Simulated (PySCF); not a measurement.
## Two-component Hartree-Fock for Pm²⁴⁺ (promethium, charge +24)

Start: [Kr] 4d1; 4d5/2 filled at m_j = +5/2. Calculated with PySCF 2.14 in an uncontracted even-tempered set (17 s from 1.8 bohr⁻², ratio 2.8; 14 p from 2.3 bohr⁻², ratio 2.8; 9 d from 2.3 bohr⁻², ratio 2.8; 3 f from 8.2 bohr⁻², ratio 3): generalised Hartree-Fock with the X2C-1e Hamiltonian and a Gaussian nucleus; one run each with spin-orbit coupling (SO) screened by Boettger's factors, then bare. This is a chosen level, not necessarily the ground level.

| spinor shell | electrons | ε, screened SO (eV) | ε, bare SO (eV) | weight of nominal j (bare SO) | rms radius, bare SO (bohr) |
| --- | --- | --- | --- | --- | --- |
| 1s1/2 | 2 | -46146.5 | -46146.0 | 1.000 | 0.0264 |
| 2s1/2 | 2 | -8240.7 | -8240.6 | 1.000 | 0.107 |
| 2p1/2 | 2 | -7828.8 | -7843.8 | 1.000 | 0.0917 |
| 2p3/2 | 4 | -7264.5 | -7258.8 | 1.000 | 0.0980 |
| 3s1/2 | 2 | -2399.0 | -2399.0 | 1.000 | 0.276 |
| 3p1/2 | 2 | -2223.0 | -2226.2 | 1.000 | 0.266 |
| 3p3/2 | 4 | -2104.8 | -2103.6 | 1.000 | 0.279 |
| 3d3/2 | 4 | -1802.6 | -1805.7 | 1.000 | 0.250 |
| 3d5/2 | 6 | -1778.0 | -1776.0 | 1.000 | 0.254 |
| 4s1/2 | 2 | -986.79 | -986.79 | 1.000 | 0.584 |
| 4p1/2 | 2 | -907.77 | -908.63 | 0.998 | 0.594 |
| 4p3/2 | 4 | -876.89 | -876.57 | 0.999 | 0.618 |
| 4d5/2 | 1 | -761.07 | -760.56 | 1.000 | 0.626 |

| quantity | screened SO | bare SO |
| --- | --- | --- |
| E (hartree) | -9760.28904 | -9760.68281 |
| M_J | 5/2 | 5/2 |
| ⟨J²⟩ | 8.752 | 8.752 |
| ⟨L²⟩ | 6.036 | 6.039 |
| ⟨S²⟩ | 0.785 | 0.788 |

Each row is a mean over spinors that exchange with the open shell spreads, by up to 11.268 eV (4p3/2).

Breit and QED terms are absent; they matter most for the inner s and p1/2 levels.

Densities and radii are taken from the X2C orbitals without a picture-change correction, which distorts them close to the nucleus.
